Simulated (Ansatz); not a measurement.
Total energies of C₂H₇FSSi, SMILES `CS[SiH2]CF`.

Z-matrix (Å, degrees):
```
C
S 1 1.819
H 1 1.088 2 111.2
H 1 1.090 2 110.8 3 122.6
H 1 1.089 2 106.4 3 -119.1
Si 2 2.120 1 100.0 3 -64.0
C 6 1.895 2 112.9 1 69.1
H 6 1.486 2 106.5 1 -172.9
H 6 1.488 2 110.6 1 -52.3
F 7 1.394 6 110.5 2 -63.9
H 7 1.096 6 111.0 2 176.4
H 7 1.095 6 111.1 2 56.1
```

The species carries charge 0 and has multiplicity 1. Geometry: relaxed with PBE0-D4/def2-TZVP. It is one conformer, not always the lowest. Basis def2-TZVPP, Ansatz.

RPA on PBE orbitals: Hartree–Fock energy of these orbitals -865.76235 Eh, correlation -1.50561 Eh (frozen core).

```json
{"functional": "r2SCANh", "energy without D4 (Eh)": "-867.90620", "D4 term (kJ/mol)": "-7.0"}
{"functional": "PBE-QIDH", "energy without D4 (Eh)": "-867.41482", "D4 term (kJ/mol)": "–"}
```

Question: Give the same for LDA (SPW92), PBE, revPBE, BLYP, r2SCAN, B97M-V, PBE0, B3LYP, r2SCAN0, HSE06 (plane-wave form), BHLYP, CAM-B3LYP, LC-ωPBE, ωB97X-V, ωB97M-V, B2PLYP. (Estimate.)

Answer: Ansatz gave: 
| functional | energy without D4 (Eh) | D4 term (kJ/mol) |
| --- | --- | --- |
| LDA (SPW92) | -864.12651 | – |
| PBE | -867.53128 | -26.2 |
| revPBE | -867.86973 | -77.0 |
| BLYP | -867.99843 | -57.0 |
| r2SCAN | -867.91777 | -6.5 |
| B97M-V | -867.85294 | – |
| PBE0 | -867.60787 | -22.3 |
| B3LYP | -868.10873 | -42.2 |
| r2SCAN0 | -867.89007 | -7.7 |
| HSE06 (plane-wave form) | -867.58476 | -20.8 |
| BHLYP | -867.97278 | -32.8 |
| CAM-B3LYP | -868.00968 | -22.7 |
| LC-ωPBE | -867.75795 | – |
| ωB97X-V | -867.90340 | – |
| ωB97M-V | -867.94481 | – |
| B2PLYP | -867.68359 | – |

B3LYP takes the VWN-RPA correlation (the form of Gaussian; ORCA's B3LYP/G). HSE06 is the plane-wave form, built on full-range PBE exchange. The double hybrids freeze the cores in their second-order part.

LC-ωPBE has ω = 0.4 bohr⁻¹.
